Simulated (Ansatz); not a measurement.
Harmonic frequencies (cm⁻¹) at PBE0-D4/def2-TZVP from Ansatz: 75, 114, 137, 227, 334, 489, 492, 597, 676, 724, 871, 975, 984, 1353, 1469, 1479, 1965, 3064, 3152, 3163, 3968.

Each molecule was computed in one conformer, which needn't be the lowest.

**Question.** Which molecule is it?
A. `C[O][AlH][SH]`
B. `C[S][AlH][OH]`
C. `[BH2][Ge]([F])([F])[AlH2]`
D. `O=C[BH][GeH3]`

**Answer.** B.
